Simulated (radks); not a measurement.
The numbers below are computed, except where a source is named.
Orbital eigenvalues (eV) of the selenium ion Se25+, [He] 2s2 2p5, at several levels of relativity; Dirac values are averaged over j with weights 2j + 1. Spin-unpolarised spherical Kohn-Sham, PBE, point nucleus unless stated (finite: rms radius 4.14 fm), a radial shooting solver on a logarithmic mesh with Libxc functionals. A level marked "c x" has the speed of light scaled by that factor and shares open shells by 2j + 1; other Dirac levels either fill j = l - 1/2 first or share by 2j + 1.

[
 {"shell": "1s", "non-rel.": "-13606", "scalar-rel.": "-13817", "Dirac, low j first": "-13813", "Dirac, 2j+1 shares, finite nucleus": "-13814", "change of magnitude, last against first (%)": "+1.53"},
 {"shell": "2s", "non-rel.": "-2744.0", "scalar-rel.": "-2797.3", "Dirac, low j first": "-2796.5", "Dirac, 2j+1 shares, finite nucleus": "-2796.9", "change of magnitude, last against first (%)": "+1.93"},
 {"shell": "2p", "non-rel.": "-2608.6", "scalar-rel.": "-2625.9", "Dirac, low j first": "-2625.5", "Dirac, 2j+1 shares, finite nucleus": "-2625.9", "change of magnitude, last against first (%)": "+0.67"},
 {"shell": "3s (empty)", "non-rel.": "-1109.5", "scalar-rel.": "-1125.6", "Dirac, low j first": "-1125.4", "Dirac, 2j+1 shares, finite nucleus": "-1125.5", "change of magnitude, last against first (%)": "+1.44"},
 {"shell": "3p (empty)", "non-rel.": "-1065.4", "scalar-rel.": "-1072.2", "Dirac, low j first": "-1072.1", "Dirac, 2j+1 shares, finite nucleus": "-1072.2", "change of magnitude, last against first (%)": "+0.64"}
]
